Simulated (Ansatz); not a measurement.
The same bond dissociation along the group F, Cl, Br.

Program: Ansatz. Geometries: PBE0-D4/def2-TZVP. ΔE: electronic, gas phase. CBS: MP2 limit from def2 TZ/QZ plus the TZ coupled-cluster correction, frozen cores. This one scheme is used for every species, atoms too. No spin–orbit coupling; open shells (•) take unrestricted orbitals. Spin–orbit coupling would lower the free atoms: a little for Cl, F; clearly for Br. Elements past krypton have def2 core potentials. For Br, Sn outer-core shells are correlated without core-valence functions, so the limit isn't a true one: a few kJ/mol of doubt a bond, and 10 to 20 or more in all where bonds break to atoms. Scalar relativity is left out up to krypton. One conformer a species, not always the lowest.

Order these by ΔE at CCSD(T)/CBS, lowest first. (Estimate.)
A. `C=[CH][SnH2][Cl]` → Cl• + `C=[CH][SnH2]`•
B. `C=[CH][SnH2][F]` → F• + `C=[CH][SnH2]`•
C. `C=[CH][SnH2][Br]` → Br• + `C=[CH][SnH2]`•

C (+90.6 kcal/mol), A (+98.3 kcal/mol), B (+123.5 kcal/mol).

Largest T1 diagnostic: 0.023, for `C=[CH][SnH2]`•.
